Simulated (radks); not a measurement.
Species: I XXIV. Configuration: [Ar] 3d10 4s2. Method: Dirac Kohn-Sham, relativistic LDA (MacDonald-Vosko exchange, VWN5 correlation), spin-unpolarised, spherical densities, finite nucleus; Fermi nuclear charge, rms radius 4.75 fm; computed with a radial shooting solver on a logarithmic mesh with Libxc functionals.

Spin-orbit splittings of the eigenvalues, e(l+1/2) - e(l-1/2), with zeta = 2 splitting/(2l+1) and mean radii in bohr:

shell  occ.  splitting (eV)  zeta (eV)  <r> j=l-1/2  <r> j=l+1/2
2p        6           297.0      198.0      0.09851       0.1041
3p        6           57.91      38.61       0.2995       0.3104
3d       10               ?          ?       0.2791       0.2825

Estimate the 3d splitting.

Answer. 12.48 eV (zeta = 4.994 eV).
